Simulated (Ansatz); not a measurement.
C4H12MgN2, SMILES `C[N](C)[Mg][N](C)C`, relaxed with RKS PBE0-D4/def2-TZVP in Ansatz 0.2.0 from a PBE-D4/def2-SVP geometry. The force threshold is 0.005 eV/Å; the program also tests the step.

The species carries charge 0 and has multiplicity 1.

Start:

```xyz
19

C     2.510   -0.604    1.503
N     1.879   -0.341    0.229
C     2.833   -0.390   -0.855
Mg    0.001    0.009    0.003
N    -1.876    0.357   -0.226
C    -2.502    0.639   -1.498
C    -2.841    0.355    0.851
H     2.994   -1.615    1.550
H     3.321    0.134    1.747
H     1.781   -0.562    2.343
H     3.661    0.359   -0.740
H     3.337   -1.389   -0.949
H     2.353   -0.183   -1.838
H    -1.763    0.647   -2.330
H    -3.287   -0.115   -1.775
H    -3.017    1.636   -1.518
H    -2.364    0.144    1.834
H    -3.374    1.337    0.958
H    -3.646   -0.415    0.713
```

```
         step  energy (eV)  largest force (eV/Å)  largest move (Å)
            1  -12759.3639                 0.533             0.000
            2  -12759.4367                 0.148             0.030
            3  -12759.4447                 0.036             0.018
            4  -12759.4448                 0.010             0.003
            5  -12759.4448                 0.001             0.005
            6  -12759.4449                 0.006             0.009
            7  -12759.4449                 0.007             0.010
            8  -12759.4450                 0.018             0.057
            9  -12759.4451                 0.021             0.015
10 (rejected)  -12759.4425                 0.137             0.195
           11  -12759.4457                 0.021             0.095
           13  -12759.4471                 0.048             0.027
           15  -12759.4503                 0.080             0.054
           17  -12759.4549                 0.099             0.056
           19  -12759.4602                 0.146             0.170
           21  -12759.4687                 0.032             0.078
           23  -12759.4740                 0.035             0.008
           25  -12759.4770                 0.024             0.095
           27  -12759.4785                 0.028             0.095
           29  -12759.4798                 0.027             0.003
           31  -12759.4804                 0.005             0.035
           33  -12759.4806                 0.009             0.050
           35  -12759.4807                 0.010             0.006
           36  -12759.4807                 0.004             0.008
```

End:

```xyz
19

C     2.673    0.237    1.251
N     1.850   -0.344    0.224
C     2.627   -1.221   -0.610
Mg    0.000    0.000    0.000
N    -1.850    0.344   -0.224
C    -2.395    1.395   -1.040
C    -2.905   -0.411    0.399
H     3.127   -0.526    1.907
H     3.508    0.827    0.837
H     2.097    0.910    1.897
H     3.460   -0.697   -1.110
H     3.080   -2.051   -0.040
H     2.017   -1.674   -1.400
H    -1.605    1.982   -1.522
H    -3.045    1.009   -1.844
H    -3.010    2.104   -0.457
H    -2.508   -1.218    1.025
H    -3.543    0.214    1.048
H    -3.578   -0.880   -0.340
```

It took 55 s on 2 threads of an AMD EPYC 7R13 on a shared host and a share of an NVIDIA H100 80 GB, with 0.92 GiB of host memory at the peak.
